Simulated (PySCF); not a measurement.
From one molecule to another.

First species: SeF₄.
SMILES: `F[Se](F)(F)F`

Second species: C9H16.
SMILES: `C#CC[C@@H](C)CC(C)C`

Levels: wB97X-D/def2-SVPD for dipole moment, HOMO energy, LUMO energy, HOMO–LUMO gap, static isotropic polarisability and electronic spatial extent ⟨r²⟩ about the centre of nuclear charge; TDDFT wB97X-D/def2-SVPD for lowest singlet excitation; TDA wB97X-D/def2-SVPD for lowest triplet excitation (Tamm–Dancoff); PBE0-D3(BJ)/def2-SVP for rotational constant A and rotational constant C. Geometries: PBE0-D3(BJ)/def2-SVP. Each structure is a single optimised conformer of the isolated species, non-relativistic unless stated. Electronic properties by PySCF.

The conformers computed, where there is a choice (atom-mapped SMILES and torsion angles):
- `[CH:1]#[C:2][CH2:3][C@@H:4]([CH3:5])[CH2:6][CH:7]([CH3:8])[CH3:9]`: C2–C3–C4–C5 -68°, C3–C4–C6–C7 54°, C4–C6–C7–C8 -179°

Values for the first species:

- Dipole moment: 1.92 D
- HOMO energy: -12.44 eV
- LUMO energy: -1.22 eV
- HOMO–LUMO gap: 11.22 eV
- Lowest singlet excitation: 6.28 eV
- Lowest triplet excitation (Tamm–Dancoff): 4.96 eV
- Static isotropic polarisability: 33.1 au
- Electronic spatial extent ⟨r²⟩ about the centre of nuclear charge: 453 bohr²
- Rotational constant A: 5.184 GHz
- Rotational constant C: 2.739 GHz

Q: Estimate the same properties for the second species, and the change in each.

A: 
```json
{"property": "dipole moment", "first": "1.92 D", "second": "0.65 D", "second less first": "-1.27 D"}
{"property": "HOMO energy", "first": "-12.44 eV", "second": "-9.54 eV", "second less first": "+2.90 eV"}
{"property": "LUMO energy", "first": "-1.22 eV", "second": "2.20 eV", "second less first": "+3.42 eV"}
{"property": "HOMO–LUMO gap", "first": "11.22 eV", "second": "11.74 eV", "second less first": "+0.52 eV"}
{"property": "lowest singlet excitation", "first": "6.28 eV", "second": "6.56 eV", "second less first": "+0.28 eV"}
{"property": "lowest triplet excitation (Tamm–Dancoff)", "first": "4.96 eV", "second": "5.45 eV", "second less first": "+0.49 eV"}
{"property": "static isotropic polarisability", "first": "33.1 au", "second": "106.7 au", "second less first": "+73.6 au"}
{"property": "electronic spatial extent ⟨r²⟩ about the centre of nuclear charge", "first": "453 bohr²", "second": "1550 bohr²", "second less first": "+1097 bohr²"}
{"property": "rotational constant A", "first": "5.184 GHz", "second": "2.033 GHz", "second less first": "-3.151 GHz"}
{"property": "rotational constant C", "first": "2.739 GHz", "second": "0.868 GHz", "second less first": "-1.871 GHz"}
```

On the first: The polarisability is 4.91 Å³ as a volume (1 au = 0.148185 Å³), or 0.47 au for each of the 70 electrons. The principal polarisabilities are 28.1, 32.2 and 39.1 au; their mean is the isotropic value. The calculation is non-relativistic and has no spin–orbit coupling, an omission that weighs most on selenium.

On the second: The polarisability is 15.81 Å³ as a volume (1 au = 0.148185 Å³), or 1.52 au for each of the 70 electrons. A dipole of 0.65 D is allowed in C1, and pure rotational transitions are dipole-allowed.
